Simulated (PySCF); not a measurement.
GaF₂ + 2 H₂O → Ga(OH)₂ + 2 HF

Level: PBE0 in the def2-TZVP basis family, all electrons, no relativity, computed in PySCF with density fitting; open shells unrestricted.

```tsv
species	state and structure	ZPE (kJ/mol)	H(298 K) − H(0) (kJ/mol)	S° (J/(mol K))
GaF₂	doublet, C2v, Ga–F 1.756 Å (×2); F–Ga–F 116.7°	9.0	12.2	279.0
H₂O	singlet, C2v, O–H 0.960 Å (×2); H–O–H 105.1°	56.5	9.9	188.7
Ga(OH)₂	doublet, C2v, Ga–O 1.797 Å (×2), O–H 0.960 Å (×2); Ga–O–H 113.7° (×2), O–Ga–O 113.5°	68.9	14.7	291.3
HF	singlet, C∞v, H–F 0.920 Å	24.9	8.7	173.6
```

(1) Is the gas-phase reaction uphill or downhill in electronic energy at this level, and by how much?

(2) Add zero-point, thermal and entropy terms for 298.15 K and 1 bar.

Answers

(1) At PBE0/def2-TZVP, ΔE = 58.5 kJ/mol, uphill. 

(2) ΔZPE = -3.3 and Δ[H(298) − H(0)] = 0.1 kJ/mol give ΔH° = 55.3 kJ/mol. ΔS° = -17.9 J/(mol K), so ΔG° = 55.3 − 298.15 × (-0.0179) = 61 kJ/mol and log₁₀K = -10.6.

Each species is the lowest minimum found with this bonding; other isomers or fragments can lie lower.
